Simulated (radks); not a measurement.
Values are calculated unless marked as measured or tabulated.
The lanthanum ion La9+, 48 electrons, occupied as [Kr] 4d10 5s2 (the NIST ground configuration). Level of theory: scalar-relativistic Kohn-Sham, LB94 model potential, spin-polarised, spherical densities, finite nucleus; Fermi nuclear charge, rms radius 4.855 fm (a radial shooting solver on a logarithmic mesh with Libxc functionals).

Radial electron density D(r) = 4 pi r^2 rho(r):

r (bohr)  D(r) (e/bohr)
0.002982          15.08
0.003389          18.16
0.003883          21.98
0.004449          26.39
0.005097          31.38
0.005839          36.92
0.00669           42.91
0.007604          48.82
0.008711          55.15
0.009981          61.22
0.01143           66.63
0.0131            70.97
0.01501           73.84
0.0172            74.97
0.01954           74.41
0.02239           72.36
0.02565           69.48
0.02939           66.83
0.03367           65.64
0.03858           67.05
0.04384           71.28
0.05023           78.49
0.05755           87.02
0.06593           94.43
0.07554           98.09
0.08654           96.35
0.09836           90.07
0.1127            81.07
0.1291            73.74
0.1479            71.62
0.1695            75.27
0.1942            81.29
0.2207            83.88
0.2528            78.87
0.2896            65.52
0.3318            48.60
0.3802            35.06
0.4356            29.31
0.499             30.38
0.5672            33.19
0.6498            33.43
0.7444            29.14
0.8529            21.92
0.9771            14.57
1.119             8.949
1.272             5.506
1.458             3.231
1.67              1.774
1.913            0.8403
2.192            0.3192
2.511           0.09164
2.854           0.02097
3.27           0.003039
3.747         0.0002876

D(r) has 4 maxima, at r = 0.0175, 0.0774, 0.219, 0.614 bohr, and minima at 0.0337, 0.144, 0.450 bohr, inside which lie 1.96, 11.20, 29.02 electrons.
